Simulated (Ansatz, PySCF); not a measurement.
ZrOF2, SMILES [O]=[Zr]([F])[F], multiplicity 1. Atoms are numbered in the order given.

```xyz
4

Zr    -0.1392    -0.0284     0.0000
O      0.3366    -1.7115     0.0000
F      0.2741     0.8469     1.6883
F      0.2741     0.8469    -1.6883
```
Charge 0, spin multiplicity 1.

The structure is a stationary point at B3LYP-D3(BJ)/def2-TZVP. The multiplicity is an assumed one; other spin states were not compared. The def2 effective core potentials stand for the cores of Zr; spin–orbit coupling is left out.

Two levels are set side by side: PBE-D3(BJ)/def2-TZVP (Ansatz, a first-principles code) and B3LYP-D3(BJ)/def2-TZVP (Ansatz). Each level has its own optimised geometry; the coordinates shown are those of the second. Frequencies come from the Hessian of PySCF at each geometry. Differences are taken from unrounded values.

```
quantity                            B3LYP-D3(BJ)
----------------------------------  ------------
mean bond length (Å)                       1.880
bond Zr1–O2 (Å)                            1.749
bond Zr1–F3 (Å)                            1.946
bond Zr1–F4 (Å)                            1.946
highest harmonic wavenumber (cm⁻¹)           959
mean harmonic wavenumber (cm⁻¹)              455
zero-point energy (kcal/mol)                3.90
```

**Question.** What does PBE-D3(BJ) give, and how far is it from B3LYP-D3(BJ)? (The exact figures need the calculation; the answer reports its results.)

**Answer.** 
| quantity | PBE-D3(BJ) | PBE-D3(BJ) minus B3LYP-D3(BJ) |
|---|---|---|
| mean bond length (Å) | 1.882 | 0.002 |
| bond Zr1–O2 (Å) | 1.757 | 0.008 |
| bond Zr1–F3 (Å) | 1.945 | -0.001 |
| bond Zr1–F4 (Å) | 1.945 | -0.001 |
| highest harmonic wavenumber (cm⁻¹) | 932 | -27 |
| mean harmonic wavenumber (cm⁻¹) | 449 | -6 |
| zero-point energy (kcal/mol) | 3.85 | -0.05 |
